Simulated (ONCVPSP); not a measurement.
# Reading a pseudo-wave (iron (Fe))

Columns: radius, all-electron u(r) and pseudo u(r) of the 3d shell (level -7.75 eV) of iron in the configuration [Ne] 3s2 3p6 3d6 4s2; LDA (Perdew-Wang 92), scalar-relativistic, ONCV scheme, ONCVPSP 4.0.1.

```tsv
r (bohr)	all-electron	pseudo
0.068	0.0281	0.0049
0.135	0.1337	0.0358
0.202	0.2868	0.1104
0.270	0.4511	0.2347
0.338	0.5991	0.3973
0.405	0.7176	0.5735
0.473	0.8074	0.7424
0.540	0.8671	0.8762
0.608	0.9030	0.9655
0.675	0.9183	1.0050
0.742	0.9183	1.0041
0.810	0.9065	0.9745
0.878	0.8863	0.9300
0.945	0.8606	0.8828
1.013	0.8306	0.8385
1.080	0.7988	0.8003
1.148	0.7652	0.7652
1.215	0.7316	0.7316
1.283	0.6977	0.6976
1.350	0.6647	0.6647
1.418	0.6321	0.6321
1.485	0.6010	0.6010
1.553	0.5706	0.5705
1.620	0.5418	0.5418
1.688	0.5139	0.5139
1.755	0.4877	0.4876
```

Q: How many radial nodes do the two functions have?

A: The all-electron 3d function has n − l − 1 = 0; the pseudo-wave has 0.

Q: At about which radius was the pseudo-wave matched?

A: 1.20 bohr, where the columns begin to agree (steps of 0.07 bohr).

Q: Is the pseudo-wave norm-conserving?

A: Yes: the ONCV scheme keeps the norm inside the radius equal to the all-electron one, which fixes the energy derivative of the logarithmic derivative at the level.
